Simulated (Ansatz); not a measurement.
Mn2(F)4 (Mn₂F₄), relaxed as a multiplicity 11 with UKS PBE0-D4/def2-SVP in Ansatz, starting from the GFN2-xTB geometry. Force threshold 0.02 eV/Å.

Start:

Cartesian coordinates in Å:
```
Mn 1.372 0.330 0.289
F 3.059 0.065 -0.188
F -0.198 1.434 -0.407
Mn -1.435 -0.158 -0.067
F -2.751 -0.955 -0.948
F -0.046 -0.716 1.321
```

```csv
step,energy (eV),largest force component (eV/Å),SCF passes
1,-73476.3837,0.951,18
2,-73476.5766,0.758,20
3,-73476.6455,0.169,26
4,-73476.6931,0.107,23
5,-73476.7086,0.238,25
6,-73476.7135,0.096,21
7,-73476.7143,0.011,23
```

Force components are those of the run's own axes.

End:

Cartesian coordinates in Å:
```
Mn 1.511 0.267 0.199
F 3.265 0.566 0.416
F -0.071 0.991 -0.787
Mn -1.512 -0.263 -0.194
F -3.261 -0.578 -0.432
F 0.069 -0.981 0.799
```

By distances, no bond broke or formed. The bond that changes most is F3–Mn4, from 2.04 to 2.00 Å (atoms count from 1).

No frequencies were taken in this run, so the end may be a saddle point.

It took 23 s on 4 threads of Arm Neoverse V1 on a shared host.
